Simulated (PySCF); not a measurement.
Radial density of Ru (ruthenium, neutral)

UHF, [Kr] 4d7 5s1, high-spin 5F determinant. Calculation: PySCF 2.14, in cc-pVDZ-PP with ECP28MDF (4s4p3d1f, 38 functions); scalar relativity through the core potential. This is the valence pseudo-density: the core potential removes the inner electrons and smooths the orbitals near the nucleus.

```csv
r (bohr),4πr²ρ (e/bohr),4πr²(ρα − ρβ)
0.0213,1.116e-05,0.0000
0.0359,2.904e-05,0.0000
0.0603,7.415e-05,0.0000
0.102,0.0002911,0.0000
0.171,0.002922,0.0004
0.287,0.05917,0.0097
0.483,1.557,0.1815
0.812,11.53,1.3249
1.37,9.841,2.0084
2.30,2.292,1.0167
3.87,0.4360,0.3164
6.50,0.03861,0.0351
10.9,0.0001807,0.0002
```

Energies and moments cover only the electrons outside the core potential.
